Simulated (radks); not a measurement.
F IV, configuration [He] 2s2 2p2 (the NIST ground configuration).

Method: scalar-relativistic Kohn-Sham, exchange-only LDA, spin-polarised, spherical densities, point nucleus; open shells are filled with parallel spins first; computed with a radial shooting solver on a logarithmic mesh with Libxc functionals.

Energy parts (Ry):
part                  energy
total             -188.98062
kinetic            189.32242
electron-nucleus  -425.70805
Hartree             62.30950
exchange           -14.90449

Orbitals (lengths in bohr, moments of r in powers of bohr; r(90%) holds 90 % of the orbital's charge):
| orbital | occ. | eigenvalue (Ry) | r(90%) |
|---|---|---|---|
| 1s up | 1 | -54.02280 | 0.317 |
| 1s down | 1 | -53.81085 | 0.316 |
| 2s up | 1 | -6.72203 | 1.36 |
| 2s down | 1 | -6.24608 | 1.40 |
| 2p up | 2 | -5.41876 | 1.35 |
| 2p down | 0 | -4.90653 | 1.41 |

The highest occupied level is 2p up at -73.726 eV. The density falls to 0.001 e/bohr^3 at r = 2.25 bohr.
